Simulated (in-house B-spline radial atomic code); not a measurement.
A fraction x of an electron is moved 4d → 5d in Cs III (Cs2+), starting from [Kr] 4d10 5s2 5p5 and keeping the highest spin. All numbers are computed (scalar-relativistic (X2C) BHandHLYP, spin-polarised, spherical fractional occupations; Fermi nucleus of rms radius 4.8041 fm) with a radial B-spline atomic code at the basis-set limit, not measured.

Caution: exact exchange at fractional occupations of open shells leaves self-interaction of up to several eV.

```json
{"x": "0", "E(x) - E(0) (eV)": "0.0000", "4d down level (eV)": "-98.571", "5d up level (eV)": "-"}
{"x": "0.125", "E(x) - E(0) (eV)": "11.0255", "4d down level (eV)": "-99.508", "5d up level (eV)": "-10.995"}
{"x": "0.25", "E(x) - E(0) (eV)": "22.1276", "4d down level (eV)": "-100.428", "5d up level (eV)": "-11.312"}
{"x": "0.375", "E(x) - E(0) (eV)": "?", "4d down level (eV)": "?", "5d up level (eV)": "?"}
{"x": "0.5", "E(x) - E(0) (eV)": "44.5523", "4d down level (eV)": "-102.221", "5d up level (eV)": "-11.949"}
{"x": "0.625", "E(x) - E(0) (eV)": "55.8711", "4d down level (eV)": "-103.094", "5d up level (eV)": "-12.268"}
{"x": "0.75", "E(x) - E(0) (eV)": "?", "4d down level (eV)": "?", "5d up level (eV)": "?"}
{"x": "0.875", "E(x) - E(0) (eV)": "78.7121", "4d down level (eV)": "-104.800", "5d up level (eV)": "-12.907"}
{"x": "1", "E(x) - E(0) (eV)": "90.2310", "4d down level (eV)": "-105.633", "5d up level (eV)": "-13.226"}
```

Question: What belongs in the row x = 0.375?

Answer: An energy change of 33.3039 eV; 4d down at -101.332 eV, 5d up at -11.630 eV.

Question: What belongs in the row x = 0.75?

Answer: An energy change of 67.2582 eV; 4d down at -103.954 eV, 5d up at -12.588 eV.

Question: Check Janak's theorem between x = 0.125 and 0.25.

Answer: The slope of the energy is 88.82 eV; the orbital levels give 88.81 eV (ε of the receiving orbital less ε of the emptying one, averaged over the two points).
